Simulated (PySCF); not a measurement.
Simulation results for BH$_{2}$NO, BClH$_{2}$N

All values are calculated (PySCF 2.14.0). Calculation on a computer-drawn molecule: vertical ionisation energy to the stated ion spin, frozen-core CCSD(T) at the basis limit and cheaper methods, single-reference cases, UHF for radicals, no spin-orbit; all values are single points at the evaluated structure, the first of each entry, which is the reference or a displaced copy of it and isn't optimised; the reference structure only sets the zero of the energies above reference; triples share is (T) over the correlation energy.

Common to all runs: multiplicity 1; ion multiplicity 2; diffuse functions no; reference is the Hartree-Fock double-zeta minimum; best is HF at quadruple zeta + MP2 correlation extrapolated from triple and quadruple zeta + CCSD(T) minus MP2 at triple zeta; basis step is the size of the change from the same recipe one zeta lower.

(1) BH$_{2}$NO

Evaluated structure:
```xyz
5
BH2NO
N     -0.4807    -1.6185    -1.6134
B      0.3250    -1.0087    -0.8642
O      1.1048    -0.4410    -0.0876
H     -1.2761    -2.1140    -2.4023
H      1.7426    -0.9280     0.3500
```

Reference structure:
```xyz
5
BH2NO
N     -0.5106    -1.6825    -1.6239
B      0.2853    -1.0951    -0.8928
O      1.1421    -0.4506    -0.1037
H     -1.1587    -2.1280    -2.2130
H      1.7876    -1.0052     0.3100
```

Settings of this run: charge 0 and basis cc-pVnZ.

Results for BH$_{2}$NO: ionisation energy best 10.01 eV; ionisation energy basis step 0.0878 eV; energy above reference best 28.92 kcal/mol; energy above reference basis step 0.7073 kcal/mol; ionisation energy Koopmans at triple zeta 10.44 eV; ionisation energy EOM CCSD at triple zeta 9.76 eV; total energy HF triple zeta -155.2187 hartree; total energy CCSD(T) triple zeta -155.7855 hartree; total energy best -155.8686 hartree; T1 diagnostic at triple zeta 0.01333; D1 diagnostic at triple zeta 0.03377; ion T1 diagnostic at triple zeta 0.01913; ion D1 diagnostic at triple zeta 0.07726; ion spin squared at triple zeta 0.7667; triples share at triple zeta 0.04023; basis functions triple zeta 118; dipole magnitude HF at triple zeta 1.757 debye; dipole magnitude CCSD unrelaxed at triple zeta 1.546 debye; dipole magnitude PBE at triple zeta 1.565 debye; dipole magnitude r2SCAN at triple zeta 1.624 debye; dipole magnitude B3LYP at triple zeta 1.606 debye; dipole magnitude wB97X at triple zeta 1.657 debye.

Drawn bonds:
| atom | other atom | order |
| --- | --- | --- |
| 1 | 2 | 2 |
| 2 | 3 | 1 |
| 1 | 4 | 1 |
| 3 | 5 | 1 |

Triple zeta:
| method | ionisation energy (eV) | energy above reference (kcal/mol) |
| --- | --- | --- |
| HF | 8.2 | 32.41 |
| PBE | 9.726 | 27.65 |
| r2SCAN | 9.594 | 28.78 |
| B3LYP | 9.751 | 28.91 |
| wB97X | 9.704 | 29.63 |
| MP2 | 10.01 | 29.84 |
| CCSD | 9.669 | 30.14 |
| CCSD(T) | 9.789 | 29.69 |

(2) BH$_{2}$NO

Evaluated structure:
```xyz
5
BH2NO
N     -0.4807    -1.6185    -1.6134
B      0.3250    -1.0087    -0.8642
O      1.1048    -0.4410    -0.0876
H     -1.3482    -2.1589    -2.4738
H      1.7426    -0.9280     0.3500
```

Reference structure:
```xyz
5
BH2NO
N     -0.5106    -1.6825    -1.6239
B      0.2853    -1.0951    -0.8928
O      1.1421    -0.4506    -0.1037
H     -1.1587    -2.1280    -2.2130
H      1.7876    -1.0052     0.3100
```

Settings of this run: charge 0 and basis cc-pVnZ.

Results for BH$_{2}$NO: ionisation energy best 9.903 eV; ionisation energy basis step 0.08449 eV; energy above reference best 45.61 kcal/mol; energy above reference basis step 0.6448 kcal/mol; ionisation energy Koopmans at triple zeta 10.37 eV; ionisation energy EOM CCSD at triple zeta 9.64 eV; total energy HF triple zeta -155.1879 hartree; total energy CCSD(T) triple zeta -155.7587 hartree; total energy best -155.8420 hartree; T1 diagnostic at triple zeta 0.01365; D1 diagnostic at triple zeta 0.03407; ion T1 diagnostic at triple zeta 0.01986; ion D1 diagnostic at triple zeta 0.07649; ion spin squared at triple zeta 0.7732; triples share at triple zeta 0.04096; basis functions triple zeta 118; dipole magnitude HF at triple zeta 1.61 debye; dipole magnitude CCSD unrelaxed at triple zeta 1.446 debye; dipole magnitude PBE at triple zeta 1.459 debye; dipole magnitude r2SCAN at triple zeta 1.506 debye; dipole magnitude B3LYP at triple zeta 1.494 debye; dipole magnitude wB97X at triple zeta 1.532 debye.

Drawn bonds:
| atom | other atom | order |
| --- | --- | --- |
| 1 | 2 | 2 |
| 2 | 3 | 1 |
| 1 | 4 | 1 |
| 3 | 5 | 1 |

Triple zeta:
| method | ionisation energy (eV) | energy above reference (kcal/mol) |
| --- | --- | --- |
| HF | 8.055 | 51.72 |
| PBE | 9.618 | 43.66 |
| r2SCAN | 9.48 | 45.65 |
| B3LYP | 9.635 | 45.7 |
| wB97X | 9.583 | 47.01 |
| MP2 | 9.907 | 46.88 |
| CCSD | 9.556 | 47.28 |
| CCSD(T) | 9.682 | 46.46 |

(3) BH$_{2}$NO

Evaluated structure:
```xyz
5
BH2NO
N     -0.4807    -1.6185    -1.6134
B      0.3250    -1.0087    -0.8642
O      1.1048    -0.4410    -0.0876
H     -1.4424    -2.2175    -2.5672
H      1.7426    -0.9280     0.3500
```

Reference structure:
```xyz
5
BH2NO
N     -0.5106    -1.6825    -1.6239
B      0.2853    -1.0951    -0.8928
O      1.1421    -0.4506    -0.1037
H     -1.1587    -2.1280    -2.2130
H      1.7876    -1.0052     0.3100
```

It was run with charge 0 and basis cc-pVnZ.

The calculation gives: ionisation energy best 9.78 eV; ionisation energy basis step 0.07665 eV; energy above reference best 68.04 kcal/mol; energy above reference basis step 0.5005 kcal/mol; ionisation energy Koopmans at triple zeta 10.29 eV; ionisation energy EOM CCSD at triple zeta 9.493 eV; total energy HF triple zeta -155.1460 hartree; total energy CCSD(T) triple zeta -155.7228 hartree; total energy best -155.8062 hartree; T1 diagnostic at triple zeta 0.01432; D1 diagnostic at triple zeta 0.03454; ion T1 diagnostic at triple zeta 0.02278; ion D1 diagnostic at triple zeta 0.07533; ion spin squared at triple zeta 0.7963; triples share at triple zeta 0.04204; basis functions triple zeta 118; dipole magnitude HF at triple zeta 1.448 debye; dipole magnitude CCSD unrelaxed at triple zeta 1.355 debye; dipole magnitude PBE at triple zeta 1.351 debye; dipole magnitude r2SCAN at triple zeta 1.383 debye; dipole magnitude B3LYP at triple zeta 1.378 debye; dipole magnitude wB97X at triple zeta 1.397 debye.

Drawn bonds:
| atom | other atom | order |
| --- | --- | --- |
| 1 | 2 | 2 |
| 2 | 3 | 1 |
| 1 | 4 | 1 |
| 3 | 5 | 1 |

Triple zeta:
| method | ionisation energy (eV) | energy above reference (kcal/mol) |
| --- | --- | --- |
| HF | 7.849 | 78.01 |
| PBE | 9.483 | 65.48 |
| r2SCAN | 9.335 | 68.52 |
| B3LYP | 9.487 | 68.48 |
| wB97X | 9.423 | 70.75 |
| MP2 | 9.801 | 69.97 |
| CCSD | 9.42 | 70.37 |
| CCSD(T) | 9.555 | 69 |

(4) BH$_{2}$NO

Evaluated structure:
```xyz
5
BH2NO
N     -0.5143    -1.7028    -1.5871
B      0.2909    -1.1202    -0.8847
O      1.1229    -0.4481    -0.0872
H     -1.0864    -2.0945    -2.1529
H      1.7890    -0.9774     0.3074
```

Reference structure:
```xyz
5
BH2NO
N     -0.5106    -1.6825    -1.6239
B      0.2853    -1.0951    -0.8928
O      1.1421    -0.4506    -0.1037
H     -1.1587    -2.1280    -2.2130
H      1.7876    -1.0052     0.3100
```

Here we set charge 0 and basis cc-pVnZ.

The calculation gives: ionisation energy best 10.83 eV; ionisation energy basis step 0.0909 eV; energy above reference best 7.07 kcal/mol; energy above reference basis step 0.1095 kcal/mol; ionisation energy Koopmans at triple zeta 11.23 eV; ionisation energy EOM CCSD at triple zeta 10.64 eV; total energy HF triple zeta -155.2619 hartree; total energy CCSD(T) triple zeta -155.8213 hartree; total energy best -155.9034 hartree; T1 diagnostic at triple zeta 0.01273; D1 diagnostic at triple zeta 0.03196; ion T1 diagnostic at triple zeta 0.02515; ion D1 diagnostic at triple zeta 0.1206; ion spin squared at triple zeta 0.7609; triples share at triple zeta 0.03855; basis functions triple zeta 118; dipole magnitude HF at triple zeta 1.784 debye; dipole magnitude CCSD unrelaxed at triple zeta 1.572 debye; dipole magnitude PBE at triple zeta 1.573 debye; dipole magnitude r2SCAN at triple zeta 1.634 debye; dipole magnitude B3LYP at triple zeta 1.622 debye; dipole magnitude wB97X at triple zeta 1.665 debye.

Drawn bonds:
| atom | other atom | order |
| --- | --- | --- |
| 1 | 2 | 2 |
| 2 | 3 | 1 |
| 1 | 4 | 1 |
| 3 | 5 | 1 |

Triple zeta:
| method | ionisation energy (eV) | energy above reference (kcal/mol) |
| --- | --- | --- |
| HF | 9.186 | 5.308 |
| PBE | 10.44 | 8.088 |
| r2SCAN | 10.38 | 7.071 |
| B3LYP | 10.56 | 7.037 |
| wB97X | 10.56 | 7.029 |
| MP2 | 10.84 | 7.216 |
| CCSD | 10.54 | 6.885 |
| CCSD(T) | 10.63 | 7.209 |

(5) BH$_{2}$NO

Evaluated structure:
```xyz
5
BH2NO
N     -0.4905    -1.7072    -1.6600
B      0.3457    -1.1281    -0.8885
O      1.1275    -0.4489    -0.1780
H     -1.2366    -2.1481    -2.1487
H      1.6995    -1.0554     0.2714
```

Reference structure:
```xyz
5
BH2NO
N     -0.5106    -1.6825    -1.6239
B      0.2853    -1.0951    -0.8928
O      1.1421    -0.4506    -0.1037
H     -1.1587    -2.1280    -2.2130
H      1.7876    -1.0052     0.3100
```

Settings of this run: charge 0 and basis cc-pVnZ.

It finds ionisation energy best 10.24 eV; ionisation energy basis step 0.08971 eV; energy above reference best 6.663 kcal/mol; energy above reference basis step 0.2984 kcal/mol; ionisation energy Koopmans at triple zeta 10.62 eV; ionisation energy EOM CCSD at triple zeta 10.02 eV; total energy HF triple zeta -155.2581 hartree; total energy CCSD(T) triple zeta -155.8219 hartree; total energy best -155.9040 hartree; T1 diagnostic at triple zeta 0.01367; D1 diagnostic at triple zeta 0.03504; ion T1 diagnostic at triple zeta 0.01927; ion D1 diagnostic at triple zeta 0.07957; ion spin squared at triple zeta 0.7623; triples share at triple zeta 0.0399; basis functions triple zeta 118; dipole magnitude HF at triple zeta 2.187 debye; dipole magnitude CCSD unrelaxed at triple zeta 1.865 debye; dipole magnitude PBE at triple zeta 1.864 debye; dipole magnitude r2SCAN at triple zeta 1.949 debye; dipole magnitude B3LYP at triple zeta 1.94 debye; dipole magnitude wB97X at triple zeta 2.012 debye.

Drawn bonds:
| atom | other atom | order |
| --- | --- | --- |
| 1 | 2 | 2 |
| 2 | 3 | 1 |
| 1 | 4 | 1 |
| 3 | 5 | 1 |

Triple zeta:
| method | ionisation energy (eV) | energy above reference (kcal/mol) |
| --- | --- | --- |
| HF | 8.468 | 7.698 |
| PBE | 9.967 | 6.404 |
| r2SCAN | 9.838 | 6.399 |
| B3LYP | 10 | 6.955 |
| wB97X | 9.952 | 7.089 |
| MP2 | 10.23 | 6.731 |
| CCSD | 9.912 | 7.101 |
| CCSD(T) | 10.03 | 6.84 |

(6) BH$_{2}$NO

Evaluated structure:
```xyz
5
BH2NO
N     -0.4905    -1.7072    -1.6600
B      0.3457    -1.1281    -0.8885
O      1.2122    -0.3754    -0.1011
H     -1.2366    -2.1481    -2.1487
H      1.7842    -0.9819     0.3483
```

Reference structure:
```xyz
5
BH2NO
N     -0.5106    -1.6825    -1.6239
B      0.2853    -1.0951    -0.8928
O      1.1421    -0.4506    -0.1037
H     -1.1587    -2.1280    -2.2130
H      1.7876    -1.0052     0.3100
```

It was run with charge 0 and basis cc-pVnZ.

Results for BH$_{2}$NO: ionisation energy best 10.63 eV; ionisation energy basis step 0.0935 eV; energy above reference best 2.563 kcal/mol; energy above reference basis step 0.7915 kcal/mol; ionisation energy Koopmans at triple zeta 11.02 eV; ionisation energy EOM CCSD at triple zeta 10.43 eV; total energy HF triple zeta -155.2606 hartree; total energy CCSD(T) triple zeta -155.8299 hartree; total energy best -155.9106 hartree; T1 diagnostic at triple zeta 0.01453; D1 diagnostic at triple zeta 0.03761; ion T1 diagnostic at triple zeta 0.02523; ion D1 diagnostic at triple zeta 0.1156; ion spin squared at triple zeta 0.7628; triples share at triple zeta 0.04116; basis functions triple zeta 118; dipole magnitude HF at triple zeta 1.785 debye; dipole magnitude CCSD unrelaxed at triple zeta 1.542 debye; dipole magnitude PBE at triple zeta 1.526 debye; dipole magnitude r2SCAN at triple zeta 1.587 debye; dipole magnitude B3LYP at triple zeta 1.59 debye; dipole magnitude wB97X at triple zeta 1.641 debye.

Drawn bonds:
| atom | other atom | order |
| --- | --- | --- |
| 1 | 2 | 2 |
| 2 | 3 | 1 |
| 1 | 4 | 1 |
| 3 | 5 | 1 |

Triple zeta:
| method | ionisation energy (eV) | energy above reference (kcal/mol) |
| --- | --- | --- |
| HF | 8.901 | 6.128 |
| PBE | 10.27 | 1.423 |
| r2SCAN | 10.18 | 2.848 |
| B3LYP | 10.36 | 3.162 |
| wB97X | 10.34 | 3.346 |
| MP2 | 10.65 | 1.708 |
| CCSD | 10.32 | 2.64 |
| CCSD(T) | 10.42 | 1.792 |

(7) BH$_{2}$NO

Evaluated structure:
```xyz
5
BH2NO
N     -0.4905    -1.7072    -1.6600
B      0.3457    -1.1281    -0.8885
O      1.2452    -0.3467    -0.0711
H     -1.2366    -2.1481    -2.1487
H      1.8172    -0.9532     0.3783
```

Reference structure:
```xyz
5
BH2NO
N     -0.5106    -1.6825    -1.6239
B      0.2853    -1.0951    -0.8928
O      1.1421    -0.4506    -0.1037
H     -1.1587    -2.1280    -2.2130
H      1.7876    -1.0052     0.3100
```

Settings of this run: charge 0 and basis cc-pVnZ.

It finds ionisation energy best 10.77 eV; ionisation energy basis step 0.09692 eV; energy above reference best 5.741 kcal/mol; energy above reference basis step 1.086 kcal/mol; ionisation energy Koopmans at triple zeta 11.16 eV; ionisation energy EOM CCSD at triple zeta 10.57 eV; total energy HF triple zeta -155.2537 hartree; total energy CCSD(T) triple zeta -155.8252 hartree; total energy best -155.9055 hartree; T1 diagnostic at triple zeta 0.01485; D1 diagnostic at triple zeta 0.03873; ion T1 diagnostic at triple zeta 0.02817; ion D1 diagnostic at triple zeta 0.1331; ion spin squared at triple zeta 0.7628; triples share at triple zeta 0.04162; basis functions triple zeta 118; dipole magnitude HF at triple zeta 1.69 debye; dipole magnitude CCSD unrelaxed at triple zeta 1.486 debye; dipole magnitude PBE at triple zeta 1.453 debye; dipole magnitude r2SCAN at triple zeta 1.503 debye; dipole magnitude B3LYP at triple zeta 1.516 debye; dipole magnitude wB97X at triple zeta 1.558 debye.

Drawn bonds:
| atom | other atom | order |
| --- | --- | --- |
| 1 | 2 | 2 |
| 2 | 3 | 1 |
| 1 | 4 | 1 |
| 3 | 5 | 1 |

Triple zeta:
| method | ionisation energy (eV) | energy above reference (kcal/mol) |
| --- | --- | --- |
| HF | 9.049 | 10.42 |
| PBE | 10.36 | 4.303 |
| r2SCAN | 10.29 | 6.266 |
| B3LYP | 10.48 | 6.466 |
| wB97X | 10.48 | 6.719 |
| MP2 | 10.8 | 4.721 |
| CCSD | 10.46 | 5.843 |
| CCSD(T) | 10.55 | 4.774 |

(8) BClH$_{2}$N

Evaluated structure:
```xyz
5
BClH2N
N     -0.4365     0.0250    -0.8707
B     -1.0067     0.1785    -2.0526
Cl    -1.7102     0.3679    -3.5104
H     -0.9662    -0.0365    -0.0137
H      0.5638    -0.0402    -0.7524
```

Reference structure:
```xyz
5
BClH2N
N     -0.4365     0.0250    -0.8707
B     -1.0067     0.1785    -2.0526
Cl    -1.7102     0.3679    -3.5104
H     -0.9662    -0.0365    -0.0137
H      0.5638    -0.0402    -0.7524
```

Here we set charge 1 and basis cc-pV(n+d)Z.

Results for BClH$_{2}$N: ionisation energy best 18.49 eV; ionisation energy basis step 0.08166 eV; energy above reference best 0 kcal/mol; energy above reference basis step 0 kcal/mol; ionisation energy Koopmans at triple zeta 19.07 eV; ionisation energy EOM CCSD at triple zeta 18.41 eV; total energy HF triple zeta -539.6407 hartree; total energy CCSD(T) triple zeta -540.1564 hartree; total energy best -540.2303 hartree; T1 diagnostic at triple zeta 0.01329; D1 diagnostic at triple zeta 0.0349; ion T1 diagnostic at triple zeta 0.04074; ion D1 diagnostic at triple zeta 0.2081; ion spin squared at triple zeta 0.7802; triples share at triple zeta 0.04159; basis functions triple zeta 127.

Drawn bonds:
| atom | other atom | order |
| --- | --- | --- |
| 1 | 2 | 1 |
| 2 | 3 | 1 |
| 1 | 4 | 1 |
| 1 | 5 | 1 |

Triple zeta:
| method | ionisation energy (eV) | energy above reference (kcal/mol) |
| --- | --- | --- |
| HF | 17.24 | 0 |
| PBE | 18.05 | 0 |
| r2SCAN | 18.09 | 0 |
| B3LYP | 18.23 | 0 |
| wB97X | 18.43 | 0 |
| MP2 | 18.58 | 0 |
| CCSD | 18.33 | 0 |
| CCSD(T) | 18.33 | 0 |

(9) BClH$_{2}$N

Evaluated structure:
```xyz
5
BClH2N
N     -0.4767     0.0516    -0.8371
B     -1.0281     0.1636    -2.0930
Cl    -1.7056     0.3958    -3.4981
H     -0.9703    -0.0486    -0.0063
H      0.5268    -0.0931    -0.8168
```

Reference structure:
```xyz
5
BClH2N
N     -0.4365     0.0250    -0.8707
B     -1.0067     0.1785    -2.0526
Cl    -1.7102     0.3679    -3.5104
H     -0.9662    -0.0365    -0.0137
H      0.5638    -0.0402    -0.7524
```

Here we set charge 1 and basis cc-pV(n+d)Z.

Results for BClH$_{2}$N: ionisation energy best 18.21 eV; ionisation energy basis step 0.07627 eV; energy above reference best 3.833 kcal/mol; energy above reference basis step 0.114 kcal/mol; ionisation energy Koopmans at triple zeta 18.85 eV; ionisation energy EOM CCSD at triple zeta 18.15 eV; total energy HF triple zeta -539.6337 hartree; total energy CCSD(T) triple zeta -540.1503 hartree; total energy best -540.2242 hartree; T1 diagnostic at triple zeta 0.01356; D1 diagnostic at triple zeta 0.03782; ion T1 diagnostic at triple zeta 0.02902; ion D1 diagnostic at triple zeta 0.1393; ion spin squared at triple zeta 0.7688; triples share at triple zeta 0.04183; basis functions triple zeta 127.

Drawn bonds:
| atom | other atom | order |
| --- | --- | --- |
| 1 | 2 | 1 |
| 2 | 3 | 1 |
| 1 | 4 | 1 |
| 1 | 5 | 1 |

Triple zeta:
| method | ionisation energy (eV) | energy above reference (kcal/mol) |
| --- | --- | --- |
| HF | 16.81 | 4.386 |
| PBE | 17.91 | 3.927 |
| r2SCAN | 17.89 | 3.884 |
| B3LYP | 18.04 | 4.085 |
| wB97X | 18.16 | 3.969 |
| MP2 | 18.24 | 3.66 |
| CCSD | 18.02 | 3.891 |
| CCSD(T) | 18.05 | 3.791 |

(10) BClH$_{2}$N

Evaluated structure:
```xyz
5
BClH2N
N     -0.4656    -0.0108    -0.8412
B     -1.0221     0.0241    -1.9517
Cl    -1.6149     0.3098    -3.3452
H     -0.9555     0.0584     0.0252
H      0.6652    -0.0907    -0.7540
```

Reference structure:
```xyz
5
BClH2N
N     -0.4365     0.0250    -0.8707
B     -1.0067     0.1785    -2.0526
Cl    -1.7102     0.3679    -3.5104
H     -0.9662    -0.0365    -0.0137
H      0.5638    -0.0402    -0.7524
```

Here we set charge 1 and basis cc-pV(n+d)Z.

It finds ionisation energy best 18.57 eV; ionisation energy basis step 0.07727 eV; energy above reference best 16.47 kcal/mol; energy above reference basis step 0.8504 kcal/mol; ionisation energy Koopmans at triple zeta 19.1 eV; ionisation energy EOM CCSD at triple zeta 18.45 eV; total energy HF triple zeta -539.6128 hartree; total energy CCSD(T) triple zeta -540.1285 hartree; total energy best -540.2041 hartree; T1 diagnostic at triple zeta 0.01158; D1 diagnostic at triple zeta 0.02988; ion T1 diagnostic at triple zeta 0.03705; ion D1 diagnostic at triple zeta 0.1886; ion spin squared at triple zeta 0.7915; triples share at triple zeta 0.04085; basis functions triple zeta 127.

Drawn bonds:
| atom | other atom | order |
| --- | --- | --- |
| 1 | 2 | 1 |
| 2 | 3 | 1 |
| 1 | 4 | 1 |
| 1 | 5 | 1 |

Triple zeta:
| method | ionisation energy (eV) | energy above reference (kcal/mol) |
| --- | --- | --- |
| HF | 17.35 | 17.51 |
| PBE | 18.12 | 16.2 |
| r2SCAN | 18.16 | 15.82 |
| B3LYP | 18.29 | 15.89 |
| wB97X | 18.47 | 16.23 |
| MP2 | 18.67 | 17.03 |
| CCSD | 18.4 | 17.26 |
| CCSD(T) | 18.4 | 17.5 |
